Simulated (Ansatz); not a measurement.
Calculated with Ansatz (gas phase, PBE0-D4/def2-TZVP geometries, no zero-point term in ΔE). CBS: MP2 limit from def2 TZ/QZ plus the TZ coupled-cluster correction, frozen cores. This one scheme is used for every species. DFT in def2-TZVPP. HSE06 is defined as in plane-wave codes. def2 core potentials past Kr. For Zr outer-core shells are correlated without core-valence functions, which leaves a few kJ/mol of doubt a bond. One conformer a species, not always the lowest.

`CC(C)[NH][Zr]([Cl])([Cl])[Cl]` + `CC(C)N` → `CC(C)[NH][Zr]([Cl])([Cl])[NH]C(C)C` + HCl  (ligand exchange at a Zr–Cl bond)

Task: Is it downhill or uphill in electronic energy at CCSD(T)/CBS, and by how much? (Estimate.)

Result: Ansatz gave: Uphill: ΔE = +90.0 kJ/mol.

Task: What do these levels give: r2SCAN-D4, ωB97M-V, B2PLYP, BLYP, r2SCANh, HSE06, LC-ωPBE, RPA@PBE/def2-TZVPP, SCS-MP2/def2-TZVPP, HF/def2-QZVPP, HF/CBS(def2), CCSD/CBS(def2)? (An estimate is asked.)

Result: Computed: r2SCAN-D4 95.9, ωB97M-V 93.0, B2PLYP 98.9, BLYP 105.4, r2SCANh 102.3, HSE06 104.5, LC-ωPBE 101.2, RPA@PBE/def2-TZVPP 78.7, SCS-MP2/def2-TZVPP 87.7, HF/def2-QZVPP 122.2, HF/CBS(def2) 122.3, CCSD/CBS(def2) 94.4 kJ/mol.

Largest T1 diagnostic among the species: 0.014.

From r2SCAN to r2SCAN0 (25 % exact exchange), in def2-TZVPP and without D4, ΔE moves by +3.0 kJ/mol. Leaving LDA and LC-ωPBE aside and taking each functional with its dispersion term where it has one, the values, not all of them listed here, spread over 13.2 kJ/mol, from revPBE-D4 to B97M-V. LDA lies −13.3 kJ/mol from PBE without D4.
